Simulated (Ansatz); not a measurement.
K8Cl8 (started as a model of: 2x2x4 KCl rock-salt block), relaxed as a singlet with RKS PBE-D4/def2-SVP in Ansatz, starting from the GFN2-xTB geometry. Force threshold 0.03 eV/Å.

Start:

Cartesian coordinates in Å:
```
K -1.360 -4.216 -1.507
Cl -1.327 -2.125 0.389
K -1.183 0.071 2.182
Cl -1.034 2.257 3.963
Cl -1.704 -2.422 -3.622
K -1.668 -0.243 -1.826
Cl -1.621 1.946 -0.020
K -1.435 4.047 1.856
Cl 1.404 -4.043 -1.885
K 1.564 -1.927 -0.022
Cl 1.720 0.200 1.849
K 1.738 2.390 3.628
K 1.061 -2.222 -3.977
Cl 1.224 -0.022 -2.217
K 1.283 2.100 -0.333
Cl 1.338 4.208 1.544
```

```csv
step,energy (eV),largest force component (eV/Å),SCF passes
1,-230671.7695,0.568,14
2,-230672.7883,0.211,16
3,-230672.9377,0.036,16
4 (rejected),-230672.9352,0.084,17
5,-230672.9425,0.006,19
```

Force components are those of the run's own axes.

End:

```xyz
16

K    -1.405   -4.446   -1.643
Cl   -1.418   -2.268    0.418
K    -1.254    0.084    2.324
Cl   -1.147    2.383    4.283
Cl   -1.875   -2.564   -3.904
K    -1.768   -0.266   -1.946
Cl   -1.734    2.078   -0.023
K    -1.472    4.273    2.003
Cl    1.553   -4.355   -1.990
K     1.659   -2.056   -0.032
Cl    1.841    0.211    1.973
K     1.791    2.569    3.826
K     1.086   -2.396   -4.186
Cl    1.311   -0.022   -2.368
K     1.362    2.237   -0.347
Cl    1.470    4.536    1.612
```

By distances, no bond broke or formed. The bond that changes most is K15–Cl16, from 2.82 to 3.02 Å (atoms count from 1).

No frequencies were taken in this run, so the end may be a saddle point.

Hardware: 4 threads of Intel Xeon on a shared host. Wall time 2.1 min, peak host memory 1.4 GiB.
